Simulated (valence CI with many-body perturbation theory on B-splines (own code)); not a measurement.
**Energy levels of Mo¹⁰⁺**

Method: configuration interaction combined with many-body perturbation theory (CI+MBPT): four valence electrons over a frozen Dirac-Fock core [Ar] 3d10, radial functions for each j: 11 s, 11 p, 10 d, 8 f, 5 g, 2 h, with the one-electron correlation potential Σ1 (screened to all orders), the two-electron term Σ2, the three-electron term Σ3, Breit, model QED; selected single and double excitations, second order for the rest, scaled by the run's own slope (own B-spline code, finite nucleus).

No measured levels were compared; by estimate levels hold to about 250 cm⁻¹ or 0.2 % of their energy and the worst to 1 %, as in measured heavy ions of charge 2 to 7; those with d or f electrons hold less well. Among the levels kept, up to 780 cm⁻¹ of a level comes from second order outside the variational space, and about a tenth of that is noise between levels of different J, which matters for small intervals.

Levels 1 to 45 of 176, with energies above the lowest level, 4s²4p² ³P_0. "Leading %" is the weight of the configuration and term that name the level; weights of strongly mixed levels are sums over their largest components and can fall short. In the jj column 3d3/2^4 stands for four electrons in 3d with j = 3/2. Lifetimes count E1, E2, E3, M1 and M2 decay at the calculated energies, and are blank where another channel may lead or the interval is too uncertain; long ones can be off by a factor of two.

| No. | Configuration | Term | J | E (cm⁻¹) | Leading % | Lifetime | g | Leading jj |
| --- | --- | --- | --- | --- | --- | --- | --- | --- |
| 1 | 4s²4p² | ³P | 0 | 0 | 88 |  |  | 4s^2 4p1/2^2 (90 %) |
| 2 | 4s²4p² | ³P | 1 | 17607 | 98 | 11.3 ms | 1.501 | 4s^2 4p1/2 4p3/2 (98 %) |
| 3 | 4s²4p² | ³P | 2 | 27159 | 67 | 119 ms | 1.345 | 4s^2 4p1/2 4p3/2 (85 %) |
| 4 | 4s²4p² | ¹D | 2 | 54799 | 67 | 2.50 ms | 1.155 | 4s^2 4p3/2^2 (85 %) |
| 5 | 4s²4p² | ¹S | 0 | 85019 | 87 | 590 μs |  | 4s^2 4p3/2^2 (89 %) |
| 6 | 4s4p³ | ⁵S° | 2 | 200850 | 94 | 9.39 ns | 1.973 | 4s 4p1/2 4p3/2^2 (47 %) |
| 7 | 4s4p³ | ³D° | 1 | 250270 | 79 | 281 ps | 0.630 | 4s 4p1/2^2 4p3/2 (52 %) |
| 8 | 4s4p³ | ³D° | 2 | 251280 | 77 | 381 ps | 1.231 | 4s 4p1/2 4p3/2^2 (60 %) |
| 9 | 4s4p³ | ³D° | 3 | 258280 | 92 | 472 ps | 1.333 | 4s 4p1/2 4p3/2^2 (92 %) |
| 10 | 4s4p³ | ³P° | 0 | 283970 | 94 | 166 ps |  | 4s 4p1/2 4p3/2^2 (94 %) |
| 11 | 4s4p³ | ³P° | 1 | 286450 | 80 | 150 ps | 1.396 | 4s 4p1/2 4p3/2^2 (68 %) |
| 12 | 4s4p³ | ³P° | 2 | 289400 | 62 | 164 ps | 1.388 | 4s 4p3/2^3 (45 %) |
| 13 | 4s4p³ | ¹D° | 2 | 320090 | 63 | 86.7 ps | 1.074 | 4s 4p1/2 4p3/2^2 (43 %) |
| 14 | 4s4p³ | ³S° | 1 | 335000 | 64 | 18.4 ps | 1.671 | 4s 4p1/2 4p3/2^2 (61 %) |
| 15 | 4s4p³ | ¹P° | 1 | 365500 | 60 | 22.0 ps | 1.301 | 4s 4p3/2^3 (64 %) |
| 16 | 4s²4p4d | ³F° | 2 | 381890 | 92 | 258 ps | 0.685 | 4s^2 4p1/2 4d3/2 (84 %) |
| 17 | 4s²4p4d | ³F° | 3 | 392640 | 94 | 318 ps | 1.088 | 4s^2 4p1/2 4d5/2 (61 %) |
| 18 | 4s²4p4d | ³F° | 4 | 409330 | 97 |  | 1.250 | 4s^2 4p3/2 4d5/2 (97 %) |
| 19 | 4s²4p4d | ³P° | 2 | 415700 | 39 | 15.0 ps | 1.224 | 4s^2 4p1/2 4d5/2 (74 %) |
| 20 | 4s²4p4d | ³D° | 1 | 425140 | 50 | 10.5 ps | 0.914 | 4s^2 4p1/2 4d3/2 (78 %) |
| 21 | 4s²4p4d | ¹D° | 2 | 434440 | 38 | 13.2 ps | 1.150 | 4s^2 4p3/2 4d5/2 (39 %) |
| 22 | 4s²4p4d | ³P° | 0 | 440110 | 92 | 14.5 ps |  | 4s^2 4p3/2 4d3/2 (92 %) |
| 23 | 4s²4p4d | ³P° | 1 | 443580 | 55 | 11.6 ps | 1.104 | 4s^2 4p3/2 4d3/2 (82 %) |
| 24 | 4s²4p4d | ³D° | 3 | 445610 | 84 | 9.61 ps | 1.312 | 4s^2 4p3/2 4d5/2 (49 %) |
| 25 | 4s²4p4d | ³D° | 2 | 446990 | 57 | 10.9 ps | 1.274 | 4s^2 4p3/2 4d3/2 (44 %) |
| 26 | 4s²4p4d | ¹F° | 3 | 478020 | 91 | 8.20 ps | 1.016 | 4s^2 4p3/2 4d5/2 (44 %) |
| 27 | 4s²4p4d | ¹P° | 1 | 485050 | 85 | 12.2 ps | 0.982 | 4s^2 4p3/2 4d5/2 (72 %) |
| 28 | 4p⁴ | ³P | 2 | 511940 | 61 | 72.5 ps | 1.394 | 4p1/2^2 4p3/2^2 (76 %) |
| 29 | 4p⁴ | ³P | 0 | 532570 | 64 | 60.5 ps |  | 4p1/2^2 4p3/2^2 (58 %) |
| 30 | 4p⁴ | ³P | 1 | 534480 | 75 | 62.9 ps | 1.499 | 4p1/2 4p3/2^3 (75 %) |
| 31 | 4p⁴ | ¹D | 2 | 541400 | 60 | 100 ps | 1.105 | 4p1/2 4p3/2^3 (74 %) |
| 32 | 4s4p²4d | ⁵F | 1 | 563240 | 92 | 1.64 ns | 0.079 | 4s 4p1/2^2 4d3/2 (52 %) |
| 33 | 4s4p²4d | ⁵F | 2 | 566480 | 85 | 1.25 ns | 1.060 | 4s 4p1/2 4p3/2 4d3/2 (36 %) |
| 34 | 4s4p²4d | ⁵F | 3 | 572040 | 80 | 1.04 ns | 1.294 | 4s 4p1/2 4p3/2 4d3/2 (38 %) |
| 35 | 4s4p²4d | ⁵F | 4 | 580660 | 85 | 11.4 ns | 1.367 | 4s 4p1/2 4p3/2 4d5/2 (75 %) |
| 36 | 4s4p²4d | ⁵D | 0 | 583730 | 94 | 921 ps |  | 4s 4p1/2 4p3/2 4d3/2 (86 %) |
| 37 | 4s4p²4d | ⁵D | 1 | 585030 | 91 | 493 ps | 1.440 | 4s 4p1/2 4p3/2 4d3/2 (73 %) |
| 38 | 4s4p²4d | ⁵D | 2 | 586480 | 78 | 284 ps | 1.414 | 4s 4p1/2 4p3/2 4d3/2 (55 %) |
| 39 | 4s4p²4d | ⁵D | 3 | 588650 | 65 | 222 ps | 1.415 | 4s 4p1/2 4p3/2 4d3/2 (39 %) |
| 40 | 4s4p²4d | ⁵F | 5 | 590700 | 95 | 12.9 ns | 1.391 | 4s 4p1/2 4p3/2 4d5/2 (54 %) |
| 41 | 4s4p²4d | ⁵D | 4 | 593550 | 69 | 5.02 ns | 1.432 | 4s 4p1/2 4p3/2 4d5/2 (50 %) |
| 42 | 4p⁴ | ¹S | 0 | 594540 | 61 | 74.2 ps |  | 4p3/2^4 (50 %) |
| 43 | 4s4p²4d | ³F | 2 | 602200 | 90 | 362 ps | 0.706 | 4s 4p1/2 4p3/2 4d5/2 (38 %) |
| 44 | 4s4p²4d | ³F | 3 | 609860 | 80 | 204 ps | 1.136 | 4s 4p1/2 4p3/2 4d5/2 (47 %) |
| 45 | 4s4p²4d | ⁵P | 3 | 620540 | 85 | 11.0 ps | 1.632 | 4s 4p1/2 4p3/2 4d5/2 (48 %) |

Names give the largest LS component (configuration and term), which can be under half, so a name can repeat, a term be missing and a line seem to break the LS rules; names also repeat where a configuration has a term twice.

The ionisation energy to 4s²4p ²P°1/2 of the next ion comes out as 209.27 eV (NIST: 209.3 ± 1.2 eV (theoretical)). All 176 levels together are meant to be complete up to 965910 cm⁻¹.
